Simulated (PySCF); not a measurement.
## `C=C1[C@@H](COC)[C@H]1C`, C7H12O

Molfile (atoms numbered from 1):
```
C7H12O
     RDKit          3D

 20 20  0  0  0  0  0  0  0  0999 V2000
   -2.0958   -1.8208   -0.8912 C   0  0  0  0  0  0  0  0  0  0  0  0
   -1.1552   -1.2671   -0.1709 C   0  0  0  0  0  0  0  0  0  0  0  0
    0.2542   -0.8749   -0.0498 C   0  0  1  0  0  0  0  0  0  0  0  0
    0.8785    0.1049   -1.0288 C   0  0  0  0  0  0  0  0  0  0  0  0
    2.2233    0.4042   -0.7282 O   0  0  0  0  0  0  0  0  0  0  0  0
    2.3894    1.1779    0.4328 C   0  0  0  0  0  0  0  0  0  0  0  0
   -0.7736   -0.4895    1.0132 C   0  0  1  0  0  0  0  0  0  0  0  0
   -1.2821    0.9233    1.1891 C   0  0  0  0  0  0  0  0  0  0  0  0
   -1.8832   -2.2869   -1.8401 H   0  0  0  0  0  0  0  0  0  0  0  0
   -3.1219   -1.8438   -0.5608 H   0  0  0  0  0  0  0  0  0  0  0  0
    0.9592   -1.6528    0.2301 H   0  0  0  0  0  0  0  0  0  0  0  0
    0.9099   -0.3481   -2.0249 H   0  0  0  0  0  0  0  0  0  0  0  0
    0.2862    1.0292   -1.0843 H   0  0  0  0  0  0  0  0  0  0  0  0
    3.4590    1.3518    0.5353 H   0  0  0  0  0  0  0  0  0  0  0  0
    1.8715    2.1414    0.3421 H   0  0  0  0  0  0  0  0  0  0  0  0
    2.0197    0.6587    1.3239 H   0  0  0  0  0  0  0  0  0  0  0  0
   -0.6890   -1.0264    1.9537 H   0  0  0  0  0  0  0  0  0  0  0  0
   -0.5477    1.5404    1.7053 H   0  0  0  0  0  0  0  0  0  0  0  0
   -1.5128    1.3787    0.2290 H   0  0  0  0  0  0  0  0  0  0  0  0
   -2.1948    0.9105    1.7826 H   0  0  0  0  0  0  0  0  0  0  0  0
  1  2  2  0
  2  3  1  0
  3  4  1  0
  4  5  1  0
  5  6  1  0
  3  7  1  0
  7  8  1  0
  7  2  1  0
  1  9  1  0
  1 10  1  0
  3 11  1  1
  4 12  1  0
  4 13  1  0
  6 14  1  0
  6 15  1  0
  6 16  1  0
  7 17  1  1
  8 18  1  0
  8 19  1  0
  8 20  1  0
M  END
```

Computed with TDDFT PBE0/def2-SVPD circular dichroism and optical rotation, one conformer, gas phase in PySCF. Geometry: GFN2-xTB.

The molecule is flexible and this is one conformer; a measurement averages over conformers. States above about 7.3 eV (minus the energy of the highest occupied orbital) lie near or above the ionisation threshold and depend on the basis.

**Question.** Draw the ECD and absorption spectra from the lowest 12 states, each a Gaussian of half-width 0.25 eV at 1/e height.

**Answer.** 
| E (eV) | λ (nm) | Δε (L mol⁻¹ cm⁻¹) | ε (L mol⁻¹ cm⁻¹) |
| --- | --- | --- | --- |
| 5.58 | 222 | +0.37 | 13.9 |
| 5.68 | 218 | +1.57 | 58.5 |
| 5.78 | 214 | +4.81 | 179 |
| 5.88 | 211 | +10.71 | 399 |
| 5.98 | 207 | +17.30 | 647 |
| 6.08 | 204 | +20.27 | 768 |
| 6.18 | 201 | +17.04 | 717 |
| 6.28 | 197 | +9.19 | 736 |
| 6.38 | 194 | -1.26 | 1340 |
| 6.48 | 191 | -15.55 | 2970 |
| 6.58 | 188 | -33.85 | 5390 |
| 6.68 | 186 | -48.14 | 7500 |
| 6.78 | 183 | -46.40 | 8470 |
| 6.88 | 180 | -26.38 | 9010 |
| 6.98 | 178 | +0.18 | 10400 |
| 7.08 | 175 | +18.89 | 12300 |
| 7.18 | 173 | +23.82 | 13700 |
| 7.28 | 170 | +18.16 | 14500 |
| 7.38 | 168 | +8.01 | 14800 |
| 7.48 | 166 | -1.96 | 13600 |
| 7.58 | 164 | -9.06 | 10600 |
| 7.68 | 161 | -13.24 | 6880 |
| 7.78 | 159 | -16.42 | 3980 |
| 7.88 | 157 | -19.06 | 2360 |

Δε uses R in velocity form, ε uses f in length form. Only the states computed contribute, so the short-wavelength end is incomplete.
